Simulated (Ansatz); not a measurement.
Reaction (formal exchange of groups at the Si–C bond): `F[CH]([AlH2])[SiH2][SiH3]` + `CCNCF` → `FCN[SiH2][SiH3]` + `CC[CH](F)[AlH2]`

Program: Ansatz. Geometries: PBE0-D4/def2-TZVP. ΔE: electronic, gas phase. CCSD(T)/CBS adds triple-zeta CCSD(T) − MP2 to the extrapolated MP2 energy (def2 sets, frozen cores). Functionals use def2-TZVPP. B3LYP here is the variant with VWN-RPA as its local correlation; programs differ in this. Each species was taken in one conformer, which may not be the lowest.

`F[CH]([AlH2])[SiH2][SiH3]`:

Cartesian coordinates in Å:
```
F 0.822 -2.618 -0.225
C 0.801 -1.217 -0.053
Al 1.453 -0.287 -1.671
Si -0.928 -0.684 0.508
Si -0.937 1.622 0.943
H 1.480 -0.978 0.781
H 1.705 1.275 -1.543
H 1.689 -1.086 -3.015
H -1.341 -1.437 1.724
H -1.915 -0.973 -0.571
H -2.185 1.991 1.664
H -0.874 2.394 -0.327
H 0.230 1.999 1.786
```

`CCNCF`:

```xyz
13

C    -1.215   -0.251    0.976
C     0.261   -0.515    0.755
N     0.620   -0.512   -0.658
C     0.527    0.703   -1.345
F     1.377    1.707   -0.833
H    -1.824   -0.957    0.406
H    -1.459   -0.358    2.035
H    -1.499    0.762    0.682
H     0.508   -1.508    1.139
H     0.856    0.208    1.328
H     1.515   -0.955   -0.813
H    -0.482    1.111   -1.282
H     0.816    0.565   -2.389
```

`FCN[SiH2][SiH3]`:

Z-matrix (Å, degrees):
```
C
N 1 1.403
F 1 1.405 2 112.7
H 1 1.093 2 110.4 3 -118.2
H 1 1.092 2 111.4 3 118.9
Si 2 1.743 1 122.2 3 72.6
H 2 1.009 1 113.5 3 -76.9
Si 6 2.347 2 114.5 1 -64.9
H 6 1.490 2 106.9 1 56.4
H 6 1.488 2 106.1 1 173.4
H 8 1.488 6 110.1 2 -54.0
H 8 1.491 6 110.1 2 -173.4
H 8 1.487 6 110.7 2 66.5
```

`CC[CH](F)[AlH2]`:

Cartesian coordinates in Å:
```
C 1.505 -0.560 -1.068
C 0.134 -0.582 -0.409
C -0.148 0.645 0.440
F -0.074 1.793 -0.377
Al -1.901 0.612 1.380
H 1.661 -1.446 -1.688
H 2.297 -0.531 -0.315
H 1.614 0.321 -1.702
H 0.043 -1.463 0.238
H -0.641 -0.683 -1.178
H 0.671 0.747 1.170
H -2.121 -0.501 2.495
H -3.042 1.648 1.013
```

```csv
level,ΔE (kcal/mol),difference from CCSD(T)/CBS
PBE-D4,-15.6,2.6
r2SCAN-D4,-17.4,0.8
PBE0-D4,-16.7,1.5
B3LYP-D4,-17.8,0.4
ωB97X-V,-17.8,0.4
ωB97M-V,-18.0,0.2
B2PLYP,-18.8,-0.6
PBE,-16.0,2.2
r2SCAN,-17.5,0.7
PBE0,-17.0,1.2
B3LYP,-18.4,-0.2
HF/def2-TZVPP,-21.1,-2.9
MP2/def2-TZVPP,-19.3,-1.1
SCS-MP2/def2-TZVPP,-19.5,-1.3
CCSD/def2-TZVPP,-18.8,-0.6
CCSD(T)/def2-TZVPP,-18.3,-0.1
HF/def2-QZVPP,-21.1,-2.9
MP2/def2-QZVPP,-19.3,-1.1
SCS-MP2/def2-QZVPP,-19.5,-1.3
HF/CBS(def2),-21.1,-2.9
MP2/CBS(def2),-19.2,-1.0
CCSD/CBS(def2),-18.7,-0.5
CCSD(T)/CBS,-18.2,0
```

Largest T1 diagnostic among the species: 0.013.

In def2-TZVPP, CCSD(T) changes the Hartree–Fock value by +2.8 kcal/mol (the triples alone add +0.5 kcal/mol) and MP2 by +1.8 kcal/mol. From PBE to PBE0 (25 % exact exchange), in def2-TZVPP and without D4, ΔE moves by −1.0 kcal/mol.
